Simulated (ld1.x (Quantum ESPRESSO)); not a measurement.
**What one change does to a pseudopotential (Pb, TM)**

```
Element                 : lead (Pb)
Generator               : ld1.x (Quantum ESPRESSO) 7.5
Type                    : norm-conserving Troullier–Martins (Kleinman–Bylander form)
Functional              : PBE
Relativity              : scalar-relativistic
Frozen core             : [Xe] 4f14 5d10
Valence charge          : 4
Reference configuration : 6s1.5 6p2.5
Partial waves           : 6s (bound): rc 1.90 bohr; 6p (bound): rc 2.90 bohr
Local potential         : all-electron potential smoothed inside 1.80 bohr (lloc = -1)
Core correction         : none
```

Change: local potential the p channel.

Cutoffs: the cutoffs (Ry, on a coarse ladder) from which the occupation-weighted sum of valence levels, in a spherical-Bessel basis at the reference potential, stays within 10 and 1 mRy of its value at 400 Ry; they do not see the model core or the augmentation charge, which bear on the density cutoff. Errors are all-electron minus pseudo energies relative to the spin-unpolarised reference configuration.

Q: How do hardness, ghosts and transferability respond?

A: The potential gets neither clearly harder nor softer (21 Ry and 30 Ry → 21 Ry and 30 Ry); the bound ghost in d, s disappears; of the 7 tests that both files solve, the error grows in 0 and shrinks in 1 by more than 15 % and 0.3 meV (median size 34.2 → 32.9 meV); the range in which the p phases agree widens (upper end 0.4 → 2.0). In the separable form a ghost depends on how the local part lies against the semilocal potential of the channel, so the choice of the local part can create or remove one.

```tsv
quantity	base	changed
cutoff, loose	21 Ry	21 Ry
cutoff, tight	30 Ry	30 Ry
bound ghosts	s, d	none
error for 6s2 6p2, meV [ΔE -4.32 eV]	+7.6	+7.4
error for 6s2 6p1, meV [ΔE 2.26 eV]	+34	+33
error for 6s2 6p0, meV [ΔE 15.70 eV]	+118	+124
error for 6s0 6p4, meV [ΔE 13.51 eV]	+98	+75
error for 6s1 6p0, meV [ΔE 48.11 eV]	+169	+191
error for 6s2 6p1.5, meV [ΔE -1.83 eV]	+16	+16
error for 6s1 6p3, meV [ΔE 4.42 eV]	+7.3	+6.4
s: phases at 3.16 bohr within 0.05 rad from the reference energy up to (Ry; the scan ends near 5)	1.7	0.8
p: phases at 3.16 bohr within 0.05 rad from the reference energy up to (Ry; the scan ends near 5)	0.4	2.0
```

 A true bound ghost makes a file unfit for plane-wave use even where its test errors are small: the radial tests pick states by their node count and pass the ghost by.
